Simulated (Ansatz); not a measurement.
Geometry optimisation, Ansatz, RHF/def2-SVP.

The input (input.yaml):

```yaml
crystal:
  periodic: [false, false, false]
  atoms:
    - { symbol: W, position_ang: [0.0, 0.0, 0.0] }
    - { symbol: H, position_ang: [0.0, 0.0, 2.07] }
    - { symbol: Cl, position_ang: [2.39, 0.0, 0.0] }
    - { symbol: Cl, position_ang: [0.0, 2.39, 0.0] }
    - { symbol: Cl, position_ang: [-2.39, 0.0, 0.0] }
    - { symbol: Cl, position_ang: [0.0, -2.39, 0.0] }
    - { symbol: Cl, position_ang: [0.0, 0.0, -2.39] }
    - { symbol: Cl, position_ang: [1.7678, 1.8416, 0.8482] }
    - { symbol: H, position_ang: [0.7133, 0.743, 2.0759] }
basis:
  gaussian: { orbitals: def2-SVP }
hamiltonian:
  xc: hf
relax:
  f_tol: 0.15
  max_steps: 25
  restrain:
    - { distance: [0, 7], at: 2.39, k: 30.0 }
    - { distance: [8, 1], at: 0.66, k: 30.0 }
    - { distance: [0, 1], at: 2.92, k: 30.0 }
    - { distance: [8, 7], at: 2.57, k: 30.0 }
output:
  orbitals: {}
```

Command:

```bash
$ ansatz run input.yaml --threads 4 --pin off --max-ram 5120MiB --backend cpu --events-out ev --progress --plain --runs-dir out
```

Q: Where does it end, and by what steps?

A: The forces met the threshold. The restraints hold the end off the free minimum; the threshold counts their pulls, which the force column leaves out. Restrained pairs: W1–Cl8 (2.69 → 2.44 Å), H2–H9 (1.03 → 0.71 Å), W1–H2 (2.07 → 2.93 Å), Cl8–H9 (1.96 → 2.58 Å). After 22 steps the energy has fallen by 7.478 eV (the restraints' own energy left out); Cl8 moved furthest, 1.31 Å. The start is strongly strained (largest force component 8 eV/Å), so its close contacts needn't be bonds.

| step | energy less start (eV) | largest force component (eV/Å) | accepted |
| --- | --- | --- | --- |
| 0 | 0.0000 | 8.101 | yes |
| 1 | -2.3444 | 6.769 | yes |
| 2 | -4.0669 | 4.011 | yes |
| 3 | -5.1772 | 3.841 | yes |
| 4 | -6.0232 | 2.767 | yes |
| 5 | -6.5773 | 2.247 | yes |
| 6 | -6.9879 | 2.547 | yes |
| 7 | -7.1301 | 2.846 | yes |
| 8 | -7.1637 | 2.876 | no |
| 9 | -7.1652 | 2.863 | yes |
| 10 | -7.2230 | 2.694 | yes |
| 11 | -7.2695 | 2.471 | yes |
| 12 | -7.2955 | 2.420 | yes |
| 13 | -7.3663 | 2.294 | yes |
| 14 | -7.4263 | 2.344 | yes |
| 15 | -7.4628 | 2.027 | yes |
| 16 | -7.4490 | 1.867 | no |
| 17 | -7.4514 | 1.789 | yes |
| 18 | -7.4742 | 1.671 | yes |
| 19 | -7.4835 | 1.593 | yes |
| 20 | -7.4665 | 1.592 | yes |
| 21 | -7.4784 | 1.556 | yes |
| 22 | -7.4778 | 1.567 | yes |

```xyz
9
Properties=species:S:1:pos:R:3
W 0.170 -0.359 -0.274
H 0.712 0.056 2.578
Cl 2.358 -0.680 0.370
Cl 0.034 3.408 -0.828
Cl -1.895 -0.188 0.704
Cl -0.145 -2.617 -0.743
Cl 0.300 0.347 -2.466
Cl 0.504 1.930 0.502
H 0.442 0.687 2.761
```

Time of the run: 2.1 min on 4 threads of Arm Neoverse V1, with other jobs on the host, peak memory 0.61 GiB.
